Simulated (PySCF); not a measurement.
## Calculated data, CHBFO, ClH₄NSi₂, BFH₂NSi, Al₂F₂H

Calculation on a computer-drawn molecule: optimised geometry and harmonic frequencies of an isolated molecule of the commonest isotopes, restricted reference for singlets and unrestricted otherwise, frozen core in MP2. Program: PySCF 2.14.0.

```yaml
- entry: 1
  formula: CHBFO
  start_structure:
    atoms_angstrom:
      - [O, 1.9753, 0.9865, -2.0528]
      - [C, 2.0169, 0.2052, -1.1292]
      - [B, 1.195, -1.1667, -0.8869]
      - [F, 0.1301, -0.8985, -0.0237]
      - [H, 2.8277, 0.3649, -0.3605]
  given:
    charge: -1
    multiplicity: 1
    method: MP2
    basis: aug-cc-pVDZ
    drawn_bonds_atom: [1, 2, 3, 2]
    drawn_bonds_other_atom: [2, 3, 4, 5]
    drawn_bonds_order: [1, 2, 1, 1]
  results:
    optimised_atom_element: [O, C, B, F, H]
    "optimised_atom_x [angstrom]": [2.012, 2.001, 1.195, 0.06033, 2.876]
    "optimised_atom_y [angstrom]": [1.002, 0.2445, -1.091, -1.004, 0.3388]
    "optimised_atom_z [angstrom]": [-2.118, -1.108, -0.8401, -0.01042, -0.3767]
    "modes_frequency [cm^-1]": [128.3, 254.0, 422.4, 696.2, 854.5, 1069, 1337, 1502, 2639]
    "modes_reduced_mass [dalton]": [6.919, 3.291, 7.836, 4.962, 2.16, 6.35, 1.334, 9.4, 1.077]
    "rotational_constants [GHz]": [40.2, 4.093, 3.965]
    "total_energy [hartree]": -238.0478
    "convergence_status_largest_gradient_component [hartree/bohr]": 8.979e-06
- entry: 2
  formula: ClH4NSi2
  start_structure:
    atoms_angstrom:
      - [Si, 0.2949, 0.3876, -1.0063]
      - ["N", -1.4101, 0.8758, -1.1066]
      - [Si, -2.7262, 1.4017, -0.408]
      - [Cl, -4.3101, 1.7713, -1.4972]
      - [H, 0.4214, -0.7996, -0.0662]
      - [H, 1.112, 1.4559, -0.3756]
      - [H, 0.7583, 0.103, -2.335]
      - [H, -3.0981, 1.6511, 1.0039]
  given:
    charge: 0
    multiplicity: 1
    method: HF
    basis: "cc-pV(D+d)Z"
    drawn_bonds_atom: [1, 2, 3, 1, 1, 1, 3]
    drawn_bonds_other_atom: [2, 3, 4, 5, 6, 7, 8]
    drawn_bonds_order: [1, 2, 1, 1, 1, 1, 1]
  results:
    optimised_atom_element: [Si, "N", Si, Cl, H, H, H, H]
    "optimised_atom_x [angstrom]": [0.2495, -1.239, -2.709, -3.967, 0.6041, 1.325, 0.2364, -3.458]
    "optimised_atom_y [angstrom]": [0.3966, 0.9461, 1.415, 1.615, -0.908, 1.364, 0.2154, 1.802]
    "optimised_atom_z [angstrom]": [-0.9217, -0.3084, -0.2854, -1.874, -0.313, -0.5987, -2.396, 0.9053]
    "modes_frequency [cm^-1]": [43.14, 57.55, 185.2, 299.1, 520.9, 593.8, 682.4, 780.4, 787.5, 941.9, 1034, 1044, 1069, 1484, 2275, 2287, 2308, 2431]
    "modes_reduced_mass [dalton]": [1.095, 6.13, 3.696, 9.682, 15.79, 1.295, 6.795, 1.218, 1.215, 1.104, 1.05, 1.046, 1.109, 13.09, 1.049, 1.051, 1.02, 1.045]
    "rotational_constants [GHz]": [10.72, 1.385, 1.244]
    "total_energy [hartree]": -1094.2070
    "convergence_status_largest_gradient_component [hartree/bohr]": 2.561e-06
- entry: 3
  formula: BFH2NSi
  start_structure:
    atoms_angstrom:
      - ["N", -2.5551, -1.078, -2.0029]
      - [B, -1.4466, -0.976, -1.4965]
      - [Si, 0.2331, -0.9561, -0.6763]
      - [F, 0.3599, -0.5673, 0.9075]
      - [H, -3.4577, -1.2338, -2.4026]
      - [H, 1.5799, -0.6389, -1.1767]
  given:
    charge: 0
    multiplicity: 2
    method: HF
    basis: "cc-pV(D+d)Z"
    drawn_bonds_atom: [1, 2, 3, 1, 3]
    drawn_bonds_other_atom: [2, 3, 4, 5, 6]
    drawn_bonds_order: [2, 1, 1, 1, 1]
  results:
    optimised_atom_element: ["N", B, Si, F, H, H]
    "optimised_atom_x [angstrom]": [-2.519, -1.428, 0.3602, 0.2863, -3.4, 1.414]
    "optimised_atom_y [angstrom]": [-1.098, -1.087, -1.187, -0.4722, -1.091, -0.5143]
    "optimised_atom_z [angstrom]": [-1.996, -1.433, -0.549, 0.9026, -2.439, -1.332]
    "modes_frequency [cm^-1]": [152.4, 271.2, 386.9, 544.4, 555.9, 588.5, 694.3, 839.2, 899.6, 2082, 2331, 4077]
    "modes_reduced_mass [dalton]": [7.181, 3.335, 6.81, 7.781, 1.258, 1.25, 1.332, 1.266, 6.184, 7.632, 1.044, 1.103]
    "rotational_constants [GHz]": [20.8, 2.862, 2.547]
    "total_energy [hartree]": -468.7056
    spin_squared: 0.7556
    "convergence_status_largest_gradient_component [hartree/bohr]": 1.49e-05
- entry: 4
  formula: Al2F2H
  start_structure:
    atoms_angstrom:
      - [F, 1.1705, -2.3476, 2.1345]
      - [Al, 0.9534, -0.8682, 1.4022]
      - [Al, -1.4735, -0.3017, 0.4838]
      - [F, -1.6561, -0.4659, -1.1596]
      - [H, -2.6696, 0.3997, 1.2377]
  given:
    charge: 0
    multiplicity: 2
    method: MP2
    basis: "cc-pV(D+d)Z"
    drawn_bonds_atom: [1, 2, 3, 3]
    drawn_bonds_other_atom: [2, 3, 4, 5]
    drawn_bonds_order: [1, 1, 1, 1]
  results:
    optimised_atom_element: [F, Al, Al, F, H]
    "optimised_atom_x [angstrom]": [1.198, 0.9436, -1.479, -1.668, -2.67]
    "optimised_atom_y [angstrom]": [-2.362, -0.8687, -0.3, -0.4609, 0.4076]
    "optimised_atom_z [angstrom]": [2.148, 1.411, 0.4801, -1.183, 1.242]
    "modes_frequency [cm^-1]": [43.76, 110.7, 122.8, 291.2, 401.8, 644.3, 795.8, 810.4, 1953]
    "modes_reduced_mass [dalton]": [9.661, 7.046, 12.68, 6.637, 1.504, 1.131, 20.95, 18.23, 1.044]
    "rotational_constants [GHz]": [12.42, 1.593, 1.561]
    "total_energy [hartree]": -683.9023
    spin_squared: 0.7872
    "convergence_status_largest_gradient_component [hartree/bohr]": 2.213e-05
```
